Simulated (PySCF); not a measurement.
2-chloropent-1-en-4-yne (C5H5Cl), SMILES ClC(=C)CC#C.

Coordinates come from a B3LYP-D3(BJ)/def2-SVP optimisation. The values are those of a single conformer.

Two levels are set side by side: PBE/def2-TZVP (PySCF) and CAM-B3LYP/def2-TZVP (PySCF). Same geometry, gas phase. Differences are taken from unrounded values.

```
quantity                       PBE
---------------------------  -----
orbital gap (eV)              4.98
highest occupied level (eV)  -6.38
lowest empty level (eV)      -1.40
dipole moment (D)             1.46
mean polarisability (bohr³)   70.6
```

**Question.** These are the PBE values. What does CAM-B3LYP give? (The exact figures need the calculation; the answer reports its results.)

**Answer.** 
| quantity | CAM-B3LYP | PBE minus CAM-B3LYP |
|---|---|---|
| orbital gap (eV) | 9.61 | -4.62 |
| highest occupied level (eV) | -8.87 | 2.49 |
| lowest empty level (eV) | 0.74 | -2.14 |
| dipole moment (D) | 1.58 | -0.12 |
| mean polarisability (bohr³) | 68.3 | 2.3 |

Without exact exchange PBE keeps part of each electron's self-repulsion, which lifts occupied levels and narrows the gap. Loosely held outer electrons make PBE densities more polarisable. Differences between two approximate levels are no errors against the true value.

Rough cost on one machine, each run with all the roots and properties that it gave: CAM-B3LYP against PBE within a factor of 2.
